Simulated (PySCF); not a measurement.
A structure optimised at B3LYP-D3(BJ)/def2-SVP, used in a PySCF frequency run:

```xyz
7

In     0.0141     0.0083     0.0000
O      0.7194     1.8805     0.0000
H      0.0040     2.5322     0.0000
O      1.3309    -1.4894     0.0000
H      0.8663    -2.3391     0.0000
O     -1.9313    -0.5001     0.0000
H     -2.5155     0.2712     0.0000
```

Problem. Write its SMILES, formula and point group.

Solution. [OH][In]([OH])[OH], H3InO3, Cs

Problem. What are its rotational constants (standard atomic weights)?

Solution. 4.9443, 4.6218, 2.3888 GHz
